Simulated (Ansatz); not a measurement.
`F[Si](F)(Cl)I` + H–F → `F[Si](F)(F)I` + HCl at 400 K and 1 bar (ligand exchange at the Si–Cl bond).

Gas-phase electronic energies from Ansatz, PBE0-D4/def2-TZVP geometries. CCSD(T)/CBS is the MP2 limit (def2-TZVPP, def2-QZVPP) plus CCSD(T) − MP2 in def2-TZVPP, frozen cores. This one scheme is used for every species. def2 core potentials past Kr. For I outer-core shells are correlated without core-valence functions, which leaves a few kJ/mol of doubt a bond.

```
        species  CCSD(T)/CBS energy (Eh)  H − E (kJ/mol)  S (J/(mol·K))
`F[Si](F)(Cl)I`              -1246.11308            51.4          375.9
            H–F               -100.39570            36.5          182.2
 `F[Si](F)(F)I`               -886.14639            53.4          353.5
            HCl               -460.38127            29.6          195.4
```

H − E and S are ideal-gas, rigid-rotor, harmonic terms from PBE0-D4/def2-TZVP. 1 Eh = 2625.50 kJ/mol, R = 8.31446 J/(mol·K).

Problem. By hand: ΔE, ΔH, ΔS and ΔG.

Solution. ΔE = (-886.14639) + (-460.38127) − (-1246.11308) − (-100.39570) = -0.01888 Eh = -49.6 kJ/mol. Δ(H − E) = 53.4 + 29.6 − 51.4 − 36.5 = -4.9, so ΔH = -54.5 kJ/mol. ΔS = 353.5 + 195.4 − 375.9 − 182.2 = -9.2 J/(mol·K). ΔG = -54.5 − 400 × (-9.2)/1000 = -50.8 kJ/mol.

Problem. By hand: the equilibrium constant, and the temperature at which ΔG would vanish if ΔH and ΔS stayed fixed.

Solution. log₁₀ K = −ΔG/(RT ln 10) = 6.6. ΔG = 0 at ΔH/ΔS = 5924 K, far beyond where these terms or the molecules hold.

The number of gas molecules stays the same, so ΔS is small and ΔH decides. A doubt of 5 kJ/mol in ΔE shifts log₁₀ K by 0.7 here. These are equilibria of isolated gas molecules and say nothing of rates. Largest T1 diagnostic: 0.010 (customary marks: 0.02 for closed shells, 0.045 for open ones).
